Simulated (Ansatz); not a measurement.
C4H9S, doublet, at a GFN2-xTB geometry. Base run: SVWN5/aug-cc-pVDZ (Ansatz, a first-principles code).

Geometry (Å):
```xyz
14

C      0.5874     0.3794     1.4828
C      0.2449    -0.3302     0.3001
C     -0.8011    -1.4154     0.4528
C      1.4109    -0.7511    -0.5733
S     -0.6417     1.1032    -0.8071
H     -0.1244     0.4937     2.2800
H      1.4781     0.9779     1.5200
H     -0.3516    -2.2765     0.9459
H     -1.1735    -1.7297    -0.5191
H     -1.6389    -1.0732     1.0566
H      1.0568    -1.1092    -1.5369
H      1.9596    -1.5529    -0.0817
H      2.0869     0.0839    -0.7393
H     -1.6788     1.2388     0.0135
```
Charge 0, spin multiplicity 2.
Orbitals are unrestricted.
All else is at Ansatz's defaults.
Base energy -553.11136 Eh.

The base run was repeated with changes; each row names its change, and settings that it needs were set with it.

```csv
change,ΔE vs base (mEh)
base,0.000
lower_state_search = full,0.000
"point_charge = charge:-1.0 position_ang:0.4857, -5.8444, 1.178",-7.225
"point_charge = charge:1.0 position_ang:1.7755, 4.0109, -2.5622",-14.792
"point_charge = charge:0.5 position_ang:-1.131, 4.4484, -1.9255",-8.381
accuracy = high,0.001
lower_state_search = light,0.000
"final_grid = 6, 12, 29",-0.014
nuclear_model = gaussian,0.336
fitting.mean_field = def2-universal-JKFIT,-0.113
"final_grid = 4, 8, 17",-0.032
```
